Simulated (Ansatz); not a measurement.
Compare A (`[SiH3]CC1C[SiH2]1`) with its isomer B (`[SiH3]/C=C/C[SiH3]`).

Calculated with Ansatz (gas phase, PBE0-D4/def2-TZVP geometries, no zero-point term in ΔE). CBS: MP2 limit from def2 TZ/QZ plus the TZ coupled-cluster correction, frozen cores. Functionals use def2-TZVPP. B3LYP here is the variant with VWN-RPA as its local correlation; programs differ in this. One conformer a species, not always the lowest.

Which isomer does CCSD(T)/CBS put lower? Give the gap. (An estimate is asked.)

Ansatz gave: B, by 51.4 kJ/mol.

Give E(B) − E(A) in kJ/mol with B3LYP-D4, PBE0-D4, CCSD(T)/def2-TZVPP, B3LYP, CCSD/def2-TZVPP, HF/def2-TZVPP, r2SCAN-D4. (Best estimate.)

The calculation gave: B3LYP-D4 -60.4, PBE0-D4 -37.4, CCSD(T)/def2-TZVPP -53.1, B3LYP -64.0, CCSD/def2-TZVPP -55.4, HF/def2-TZVPP -88.1, r2SCAN-D4 -43.2. None reverses the order clearly.

Largest T1 diagnostic: 0.012.

In def2-TZVPP, CCSD(T) changes the Hartree–Fock value by +35.0 kJ/mol (the triples alone add +2.3 kJ/mol) and MP2 by +44.5 kJ/mol. The D4 term adds +3.5 kJ/mol with B3LYP and +1.8 kJ/mol with PBE0; it sums over pairs of atoms, weighted by their polarisabilities, and B3LYP, whose exchange is more repulsive, gets the larger term.
